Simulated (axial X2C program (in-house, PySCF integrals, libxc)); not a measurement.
# AsTe⁺: from the spin-free to the two-component result

Computed with an in-house all-electron X2C program for linear molecules (integrals from PySCF). Spin-free means the one-electron spin-free X2C Hamiltonian; two-component (2c) means X2C with spin–orbit coupling and atomic mean-field two-electron Coulomb and Gaunt terms, so the difference of the two also holds small scalar two-electron terms. Basis: Te dyall-cv3z [11s12p8d4f1g], As dyall-cv3z [9s9p6d4f1g] (cores contracted in-house); Gaussian nuclei, density fitting, unrestricted open shells. Masses: Te 129.906 u, As 74.922 u.

Spin-free state: M_S = 0, Λ = 0 (closed shell); fragments Te+ + As.

```
 level  Re (Å)  ωe (cm⁻¹)  De (eV)  μ (D)
PBEsol   2.274      367.8    4.959   1.00
```

Dipoles are positive if As is the positive end and refer to the centre of mass.

Two-component determinant lowest at the distance of the search:

Ω = 0 (closed shell); fragments Te+ + As.

```tsv
level	Re (Å)	ωe (cm⁻¹)	De (eV)	μ (D)
PBEsol	2.278	364.6	4.862	0.97
```

Task: From the two tables, how do the constants change at the PBEsol level (2c against spin-free)?

Result: At the PBEsol level Re rises by 0.004 Å and ωe decreases by 3.2 cm⁻¹; De changes by -0.097 eV.

The state is a single determinant with fixed occupations, the lowest that a limited PBE0 search found. The closed shell is kept restricted, so the energy runs too high when the bond is stretched far. De is counted from the lowest determinant-based energies of the atoms at the same level, without counterpoise correction.
